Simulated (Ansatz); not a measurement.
GeH6SeSi (`[SiH3][Se][GeH3]`), 9 atoms. The species carries charge 0 and has multiplicity 1. Correlated methods include outer-core shells of Ge, Se, which these sets cover unevenly. Scalar relativity is left out up to krypton. All runs use 4 threads of a server CPU on a shared host. Correlated methods freeze the cores.

(1) Give the basis size and wall time and peak host memory of each of these runs in Ansatz. RKS CAM-B3LYP-D4/def2-TZVPP energy; RHF-CCSD(T)/def2-SVP energy; direct RPA on PBE orbitals/def2-TZVPP energy; RKS ωB97M-V/def2-SVP energy; RKS ωB97M-V/def2-QZVPP energy; RKS PBE0-D4/def2-TZVP frequencies; RKS B3LYP-D4/def2-TZVPP energy and forces; RHF-CCSD(T)/def2-TZVPP energy; RKS PBE-D4/def2-TZVPP energy and forces; RKS PBE0-D4/def2-TZVP relaxation (4 steps); RKS PBE0-D4/def2-QZVPP energy; RKS HSE06-D4/def2-TZVPP energy. (Best estimate.)

Results:

(1) Ansatz gave: Other jobs shared the machine, so times are rough.

| level | job | functions | wall time | peak host memory (GiB) |
| --- | --- | --- | --- | --- |
| RKS PBE-D4/def2-TZVPP | energy and forces | 222 | 2.3 s | 0.32 |
| RKS CAM-B3LYP-D4/def2-TZVPP | energy | 222 | 3.4 s | 0.85 |
| RKS HSE06-D4/def2-TZVPP | energy | 222 | 3.4 s | 0.79 |
| direct RPA on PBE orbitals/def2-TZVPP | energy | 222 | 3.8 s | 0.49 |
| RKS B3LYP-D4/def2-TZVPP | energy and forces | 222 | 4.2 s | 0.76 |
| RKS ωB97M-V/def2-SVP | energy | 112 | 4.4 s | 0.41 |
| RHF-CCSD(T)/def2-SVP | energy | 112 | 5.5 s | 0.51 |
| RKS PBE0-D4/def2-QZVPP | energy | 428 | 8 s | 1.9 |
| RKS PBE0-D4/def2-TZVP | relaxation (4 steps) | 169 | 13 s | 0.53 |
| RKS ωB97M-V/def2-QZVPP | energy | 428 | 17 s | 2.2 |
| RHF-CCSD(T)/def2-TZVPP | energy | 222 | 82 s | 3.4 |
| RKS PBE0-D4/def2-TZVP | frequencies | 169 | 2.1 min | 0.53 |

B3LYP here is the variant with VWN-RPA as its local correlation; programs differ in this. HSE06 is defined as in plane-wave codes.
